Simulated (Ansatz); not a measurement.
Problem. Name a neutral molecule of B, C, N, Si and H with LUMO energy (ωB97M-V/def2-TZVPP) between 1.35 and 1.65 eV and LUMO energy (PBE/def2-TZVPP) between -1.55 and -1.25 eV (Ansatz, PBE0-D4/def2-TZVP geometry).

Solution. `C[SiH2]BN` (1.40 eV, -1.39 eV); `NB1C[SiH2]1` (1.53 eV, -1.46 eV); `B1NC[SiH2]1` (1.48 eV, -1.40 eV); `CNB[SiH3]` (1.40 eV, -1.40 eV); `BN[SiH]1CN1` (1.54 eV, -1.28 eV); `NB([SiH3])C[SiH3]` (1.48 eV, -1.33 eV). Other molecules can fit too; these were computed, each in one conformer that needn't be the lowest.
